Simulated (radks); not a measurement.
All-electron atom: Zr XXVII in [Ne] 3s2 3p2. Calculated with a radial shooting solver on a logarithmic mesh with Libxc functionals: Dirac Kohn-Sham, exchange-only PBE, spin-unpolarised, spherical densities, finite nucleus; open shells fill j = l - 1/2 first; Fermi nuclear charge, rms radius 4.2694 fm.

Unscreened Slater integrals over Kohn-Sham orbitals (eV). Large and small components are both included. Empty in this configuration: 3p3/2.

integral          value
F0(3p1/2,3p1/2)  64.008
F0(3p1/2,3s1/2)  62.572
G1(3p1/2,3s1/2)  40.234
F0(3p1/2,2p3/2)  84.544
G2(3p1/2,2p3/2)  9.1135
F0(3p1/2,2p1/2)  85.030
G0(3p1/2,2p1/2)  8.6891
F0(3p1/2,3p3/2)  63.458
G2(3p1/2,3p3/2)  31.838
F0(3s1/2,3s1/2)  61.407
F0(3s1/2,2p3/2)  80.478
G1(3s1/2,2p3/2)  8.1700
F0(3s1/2,2p1/2)  80.857
G1(3s1/2,2p1/2)  8.2321
F0(3s1/2,3p3/2)  62.078
G1(3s1/2,3p3/2)  40.322
F0(2p3/2,2p3/2)  176.10
F2(2p3/2,2p3/2)  83.824
F0(2p3/2,2p1/2)  178.78
G2(2p3/2,2p1/2)  83.514
F0(2p3/2,3p3/2)  83.332
F2(2p3/2,3p3/2)  21.016
G0(2p3/2,3p3/2)  8.3893
G2(2p3/2,3p3/2)  9.1838
F0(2p1/2,2p1/2)  181.62
F0(2p1/2,3p3/2)  83.799
G2(2p1/2,3p3/2)  9.0996
F0(3p3/2,3p3/2)  62.927
F2(3p3/2,3p3/2)  31.702
